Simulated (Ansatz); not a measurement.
A structure relaxed at B3LYP-D4/def2-TZVP in Ansatz, charge 1, doublet:

Cartesian coordinates in Å:
```
Mo -1.293 0.059 -0.216
Mo 0.514 -1.113 0.298
Mo 0.779 1.054 -0.082
```

Give its formula and point group.

Mo3⁺. Point group C2v (tolerance 0.1 Å).

Summarise the bond lengths by kind (pairs closer than 1.2 times the sum of covalent radii, bridged metal pairs left out).

3 × Mo–Mo 2.21 to 2.30 Å.

In the def2 sets Mo takes a core potential; there is no spin–orbit coupling. The charge 1 doublet is spin-contaminated (final ⟨S²⟩ up to 1.24, 0.75 for a pure state). The relaxation made no stability test and no search for a lower SCF solution. The structure comes from a short search, and lower isomers may exist.
